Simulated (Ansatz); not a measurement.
C2H6GaSb, SMILES `[CH3][Sb]1[CH2][GaH]1`. Total charge 0; spin multiplicity 1. Correlated methods include outer-core shells of Ga, Sb, which these sets cover unevenly. Scalar relativity is left out up to krypton. Sb: def2 effective core potential.

Cartesian coordinates in Å:
```
C 1.662 -0.244 0.468
Sb 0.396 1.503 0.132
C -1.083 0.338 -1.110
Ga -1.663 0.099 0.731
H 2.410 -0.274 -0.325
H 1.100 -1.178 0.453
H 2.162 -0.145 1.432
H -0.645 -0.461 -1.703
H -1.675 1.012 -1.730
H -2.664 -0.650 1.652
```

**Question.** Give the diagnostics of a CCSD(T)/def2-TZVPP run (frozen core, the Gaussian-basis code of Ansatz). (Estimate.)

**Answer.** The calculation gave: T1 = 0.0138, largest single amplitude 0.016, largest double 0.059, (T) share of the correlation energy 4.0 %, 11 CCSD cycles. The RHF solution is stable towards an unrestricted one. T1 lies under the customary mark of 0.02 for closed shells.
